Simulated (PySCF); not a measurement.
Compound: C₇H₉N.
Atom-mapped SMILES: `[CH3:1][C@:2]1([C:3]#[N:4])[CH:5]=[CH:6][CH2:7][CH2:8]1` (hydrogens: H9, H10, H11 on C1; H12 on C5; H13 on C6; H14, H15 on C7; H16, H17 on C8)

Structure optimised with GFN2-xTB, isolated species.

Task: What internal coordinates does the optimisation give?

Result: 
```tsv
bond	length (pm)
C1–C2	153.1
C2–C3	144.9
C3≡N4	114.3
C2–C5	151.4
C5=C6	132.1
C6–C7	149.9
C7–C8	153.7
C2–C8	154.9
C1–H9, C1–H10, C1–H11	108.8
C5–H12	107.6
C6–H13	107.6
C7–H14	109.1
C7–H15	109.4
C8–H16	109.1
C8–H17	108.9
```

Bonds in one row agree within 1 pm and their mean is given. A selection of angles:
```tsv
angle	degrees
C1–C2–C3	109.1
C1–C2–C5	113.3
C1–C2–C8	113.6
C3–C2–C5	107.9
C3–C2–C8	109.8
C5–C2–C8	102.9
C2–C3–N4	179.3
C2–C5–C6	111.9
C5–C6–C7	112.4
C6–C7–C8	103.6
C2–C8–C7	105.5
```

Dihedral angles: C1–C2–C5–C6 -135° (anticlinal); C2–C5–C6–C7 0° (synperiplanar); C5–C6–C7–C8 12° (synperiplanar); C6–C7–C8–C2 -19° (synperiplanar); C1–C2–C8–C7 141° (anticlinal).

The 5-membered ring C2–C5–C6–C7–C8 has internal angles of 102.9° to 112.4°; it is puckered, 0.09 Å rms from its mean plane, widest ring torsion 19°. Of the pairs four or more bonds apart, H10···H16 is among the closest relative to their van der Waals radii: 2.46 Å, 102 % of the sum of Bondi's values. The 7 C–C bonds span 1.321 Å (C5=C6, drawn double) to 1.549 Å (C2–C8, drawn single), a spread of 0.228 Å.

Point group: C1 (no symmetry element, even within 0.4 Å). No GFN2-xTB frequencies stand behind this structure, so it isn't proved a minimum. The numbers are those of one conformer.

All values are computed, not measured.
